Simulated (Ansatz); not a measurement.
## Worked example: CH6N2 + C2H9NSi → CH7NSi + C2H8N2

Species: CH6N2 (methylhydrazine) `CNN`, singlet; C2H9NSi `CCN[SiH3]`, singlet; CH7NSi `CN[SiH3]`, singlet; C2H8N2 (ethylhydrazine) `CCNN`, singlet. The partners trade NH2 for SiH3; both sit on N, so the bond types are kept.

Shapes, held fixed at every level: PBE0-D4/def2-TZVP. Flexible molecules stand in one conformer, not always the lowest. Programs: Ansatz 0.2.0. Electronic energies: no zero-point or thermal term.

At CCSD(T)/CBS estimate; 1 Eh = 2625.50 kJ/mol:

| species | energy (Eh) |
| --- | --- |
| CH6N2 | -151.016748 |
| C2H9NSi | -425.313696 |
| CH7NSi | -386.049483 |
| C2H8N2 | -190.280238 |

**Question.** Work out ΔE of the reaction at this level.

**Answer.** 
1. Products less reactants: (-386.049483) + (-190.280238) − [(-151.016748) + (-425.313696)] = 0.000723 Eh = +1.9 kJ/mol.

Other levels give +0.6 (PBE-D4/def2-TZVPP) to +5.1 kJ/mol (HF/def2-TZVPP). No measured value is set beside it here. The CBS estimate extrapolates MP2 from def2-TZVPP and def2-QZVPP and adds CCSD(T) − MP2 in the triple-zeta set, cores frozen.
